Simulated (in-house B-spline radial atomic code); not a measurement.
Configurations of Mo⁴⁺, with energies counted from [Kr] 4d2. Method: Dirac-Hartree-Fock, average of configuration, Fermi nucleus of rms radius 4.4091 fm. Calculated with an all-electron radial atomic-structure program (B-spline basis). Energies include first-order Breit, QED and recoil terms.

Occupations are held fixed; configurations that lie above the ionisation limit could autoionise.

| configuration | E - E(ref) (eV) | highest orbital | its <r> (bohr) |
| --- | --- | --- | --- |
| [Kr] 4d1 6s1 | 29.916 | 6s1/2 | 4.616 |
| [Kr] 4d1 6p1 | 32.832 | 6p3/2 | 5.14 |
| [Kr] 4d1 5g1 | 38.719 | 5g7/2 | 5.471 |
| [Kr] 4d1 8p1 | 43.498 | 8p3/2 | 11.41 |
| [Ar] 3d10 4s2 4p5 4d2 4f1 | 69.852 | 4f5/2 | 2.964 |
| [Ar] 3d10 4s2 4p5 4d2 7s1 | 78.918 | 7s1/2 | 7.253 |
| [Ar] 3d10 4s2 4p5 4d2 7f1 | 85.609 | 7f5/2 | 12.33 |

Order these further configurations by energy, lowest first.
A. [Kr] 4d1 6g1
B. [Kr] 4d1 7p1
C. [Ar] 3d10 4s2 4p5 4d2 5g1
D. [Ar] 3d10 4s2 4p5 4d3
E. [Kr] 4d1 6f1

B (39.725 eV), D (40.122 eV), E (42.165 eV), A (42.877 eV), C (79.452 eV).

How far above the reference does [Ar] 3d10 4s2 4p5 4d2 6f1 lie?

82.814 eV; its least bound orbital is 6f5/2 with <r> = 8.6 bohr.

How far above the reference does [Kr] 4d1 8g1 lie?

47.021 eV; its least bound orbital is 8g7/2 with <r> = 17.12 bohr.

How far above the reference does [Kr] 4d1 5f1 lie?

37.593 eV; its least bound orbital is 5f5/2 with <r> = 5.546 bohr.
